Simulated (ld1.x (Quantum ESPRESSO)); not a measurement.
## What one change does to a pseudopotential (antimony, ultrasoft)

```json
{
  "Element": "antimony",
  "Generator": "ld1.x (Quantum ESPRESSO) 7.5",
  "Type": "ultrasoft",
  "Functional": "PBEsol",
  "Relativity": "scalar-relativistic",
  "Frozen core": "[Kr]",
  "Valence charge": "15",
  "Reference configuration": "4d10 5s2 5p3",
  "Partial waves": "5s (bound): rcut 1.35, rcutus 1.90 bohr; 5s channel at -0.35 Ry: rcut 1.35, rcutus 1.90 bohr; 5p (bound): rcut 2.25, rcutus 2.50 bohr; 5p channel at 0.1 Ry: rcut 2.25, rcutus 2.50 bohr; 4d (bound): rcut 0.95, rcutus 1.00 bohr; 4d channel at -1.65 Ry: rcut 0.95, rcutus 1.00 bohr",
  "Local potential": "all-electron potential smoothed inside 1.80 bohr (lloc = -1)",
  "Core correction": "none",
  "Augmentation charge": "built from norm-conserving waves at rcut, not smoothed further"
}
```

Change: waves 4d (bound): rcut 0.80, rcutus 0.84 bohr; 4d channel at -1.65 Ry: rcut 0.80, rcutus 0.84 bohr.

Cutoffs: the cutoffs (Ry, on a coarse ladder) from which the occupation-weighted sum of valence levels, in a spherical-Bessel basis at the reference potential, stays within 10 and 1 mRy of its value at 400 Ry; they do not see the model core or the augmentation charge, which bear on the density cutoff. Errors are all-electron minus pseudo energies relative to the spin-unpolarised reference configuration.

Task: What does the change do?

Result: The potential gets harder (120 Ry and 230 Ry → 160 Ry and 300 Ry); of the 7 tests that both files solve, the error grows in 0 and shrinks in 1 by more than 15 % and 0.3 meV (median size 16.6 → 11.7 meV); neither file shows a bound ghost. A smaller radius makes the pseudo-wave follow the all-electron one further in, where it bends more sharply, so more plane waves are needed.

| quantity | base | changed |
| --- | --- | --- |
| cutoff, loose | 120 Ry | 160 Ry |
| cutoff, tight | 230 Ry | 300 Ry |
| loose cutoff by channel (10 mRy a level) | s 8 Ry, p 6 Ry, d 90 Ry | s 8 Ry, p 6 Ry, d 120 Ry |
| bound ghosts | none | none |
| error for 4d10 5s2 5p2, meV [ΔE 8.34 eV] | -2.8 | -2.9 |
| error for 4d10 5s2 5p1, meV [ΔE 24.36 eV] | -10 | -11 |
| error for 4d10 5s2 5p0, meV [ΔE 48.80 eV] | -22 | -23 |
| error for 4d10 5s1 5p0, meV [ΔE 93.13 eV] | +29 | +27 |
| error for 4d10 5s2 5p2.5, meV [ΔE 3.27 eV] | -1.0 | -1.0 |
| error for 4d10 5s1 5p4, meV [ΔE 8.14 eV] | +17 | +12 |
| error for 4d9 5s2 5p4, meV [ΔE 31.05 eV] | -227 | -230 |
| s: phases at 2.72 bohr within 0.05 rad from the reference energy up to (Ry; the scan ends near 5) | 0.6 | 0.6 |
| p: phases at 2.72 bohr within 0.05 rad from the reference energy up to (Ry; the scan ends near 5) | 3.7 | 3.7 |
| d: phases at 2.72 bohr within 0.05 rad from the reference energy up to (Ry; the scan ends near 5) | to the end of the scan | to the end of the scan |
| lowest overlap eigenvalue by channel | s 0.51, p 0.49, d 0.96 | s 0.51, p 0.49, d 0.93 |
